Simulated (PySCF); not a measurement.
## Which enantiomer?

The calculation used TDDFT B3LYP/aug-cc-pVDZ circular dichroism and optical rotation, one conformer, gas phase in PySCF 2.14.0. Geometry: GFN2-xTB.

Values for one enantiomer of C₅H₇NSi₂, R in 10⁻⁴⁰ esu² cm² (velocity form):
| λ (nm) | f | R |
| --- | --- | --- |
| 254 | 0.024 | +28.2 |
| 239 | 0.005 | -1.7 |
| 222 | 0.018 | -3.7 |
| 220 | 0.003 | -1.7 |
| 212 | 0.0009 | -0.9 |
| 207 | 0.012 | -15.4 |
| 201 | 0.005 | -26.7 |
| 200 | 0.026 | -1.7 |

[α] at 589.3 nm: -326 deg dm⁻¹ (g/mL)⁻¹ (origin-invariant length gauge).

Question: Which structure gives these signs?
A. C#C[C@H]1[SiH2]C[Si@@H]1C#N
B. C#C[C@@H]1[SiH2]C[Si@H]1C#N

Answer: B. Its CIP labels in SMILES order are R, R; the other enantiomer gives every sign reversed.

The signs above follow by mirror symmetry from the run on the other enantiomer. Geometry of C#C[C@H]1[SiH2]C[Si@@H]1C#N as run:
```xyz
15

C     3.035    0.076    0.849
C     2.003    0.246    0.263
C     0.746    0.409   -0.400
Si    0.007   -1.195   -1.210
C    -1.510   -0.984   -0.046
Si   -0.782    0.587    0.773
C    -1.763    2.114    0.334
N    -2.362    3.046    0.040
H     3.952   -0.056    1.341
H     0.835    1.236   -1.109
H     0.799   -2.395   -0.953
H    -0.288   -1.039   -2.634
H    -2.459   -0.836   -0.555
H    -1.657   -1.810    0.645
H    -0.560    0.608    2.217
```
